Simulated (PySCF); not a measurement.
Several molecules and their computed UV-vis stick spectra, shuffled. Level of theory: PySCF, TDDFT PBE0/def2-SVPD, vertical, gas phase, core orbitals frozen in the response. Geometries: GFN2-xTB; one conformer of each isolated species. Triplets are in the Tamm–Dancoff approximation.

A. `CCc1ccn(C)n1`
B. `N#C[C@@]12CC[C@H](F)[C@@H]1C2`
C. `CC#C[C@H](N)/C=N/C`
D. `CCC1=C(C)C=NN1`
E. `CO[SiH2]OCC(F)F`

Lowest singlet levels (six at most, fewer where fewer were computed) with oscillator strengths:

1. 240 nm (f 0.004); 226 nm (f 0.000); 201 nm (f 0.000); 198 nm (f 0.026); 195 nm (f 0.062); 188 nm (f 0.003); T1 4.37 eV
2. 174 nm (f 0.004); 165 nm (f 0.018); 162 nm (f 0.012); 156 nm (f 0.025); 154 nm (f 0.029); 154 nm (f 0.010); T1 6.79 eV
3. 207 nm (f 0.036); 193 nm (f 0.080); 189 nm (f 0.003); 185 nm (f 0.050); 183 nm (f 0.005); 180 nm (f 0.020); T1 4.52 eV
4. 193 nm (f 0.135); 189 nm (f 0.015); 185 nm (f 0.008); 181 nm (f 0.011); 180 nm (f 0.031); 176 nm (f 0.065); T1 4.73 eV
5. 172 nm (f 0.005); 163 nm (f 0.044); 159 nm (f 0.023); 158 nm (f 0.020); 150 nm (f 0.018); 148 nm (f 0.022); T1 6.11 eV

Task: Which spectrum belongs to which structure?

Result: 1 = C, 2 = E, 3 = D, 4 = A, 5 = B.
- A: S1 at 6.42 eV, HOMO→LUMO (83%); Löwdin shares by element: HOMO carbon 42% or more, nitrogen 32% (atoms not listed hold the other 26%); LUMO nitrogen 38%, carbon 32% or more (atoms not listed hold the other 30%); HOMO -6.82 and LUMO 0.56 eV.
- B: S1 at 7.21 eV, HOMO→LUMO+2 (39%), HOMO→LUMO (27%), HOMO→LUMO+1 (11%); Löwdin shares by element: HOMO carbon 48% or more, nitrogen 24% (atoms not listed hold the other 28%); LUMO carbon 34% or more, nitrogen 15% (atoms not listed hold the other 51%); HOMO -8.52 and LUMO 0.31 eV.
- C: S1 at 5.17 eV, HOMO-1→LUMO (61%), HOMO→LUMO (20%), HOMO-3→LUMO (17%); Löwdin shares by element: HOMO nitrogen 50% or more, carbon 25% or more (atoms not listed hold the other 26%); LUMO carbon 39% or more, nitrogen 33% or more, hydrogen 6% or more (atoms not listed hold the other 21%); HOMO -6.92 and LUMO -0.14 eV.
- D: S1 at 5.99 eV, HOMO→LUMO (87%), HOMO→LUMO+1 (11%); Löwdin shares by element: HOMO carbon 48% or more, nitrogen 29% (atoms not listed hold the other 23%); LUMO carbon 34% or more, nitrogen 8% or more (atoms not listed hold the other 58%); HOMO -6.55 and LUMO 0.41 eV.
- E: S1 at 7.11 eV, HOMO→LUMO (87%); Löwdin shares by element: HOMO oxygen 42% or more, hydrogen 19% or more, silicon 16% (atoms not listed hold the other 22%); LUMO silicon 19%, hydrogen 17% or more, carbon 11% or more (atoms not listed hold the other 53%); HOMO -8.08 and LUMO 0.41 eV.
B and E have S1 within 0.10 eV of each other; their strongest listed levels stand at 7.62 eV (f 0.044) and 8.05 eV (f 0.029).

Without π bonds the low states may be Rydberg-like; a valence basis with one diffuse set may place them up to an eV too high.
